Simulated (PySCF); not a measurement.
C₄H₁₂Ge, SMILES CC(C)[CH2][GeH3], singlet (GFN2-xTB optimised geometry):

```
17

C      2.164    -0.587     0.000
C      0.637    -0.587     0.000
C      0.105    -1.362    -1.199
C      0.107     0.846     0.000
Ge    -1.858     0.993     0.108
H      2.547    -1.605     0.031
H      2.550    -0.050     0.864
H      2.543    -0.105    -0.900
H      0.291    -1.084     0.915
H      0.386    -0.865    -2.126
H     -0.983    -1.426    -1.157
H      0.507    -2.373    -1.214
H      0.530     1.384     0.852
H      0.454     1.363    -0.898
H     -2.267     2.373     0.521
H     -2.550     0.719    -1.189
H     -2.424     0.045     1.117
```

Method: B3LYP/def2-SVP (PySCF).

Problem. What are the frontier orbital energies and the dipole moment?

Solution. HOMO-2 -8.87 eV, HOMO-1 -8.74 eV, HOMO -8.01 eV, LUMO 1.02 eV, LUMO+1 1.75 eV; dipole moment 0.89 D.

Meta-Löwdin charges at B3LYP/def2-SVP: C1 -0.28, C2 -0.02, C3 -0.28, C4 -0.35, Ge5 0.36, H6 0.09, H7 0.09, H8 0.09, H9 0.08, H10 0.09, H11 0.09, H12 0.09, H13 0.09, H14 0.09, H15 -0.08, H16 -0.08, H17 -0.08.
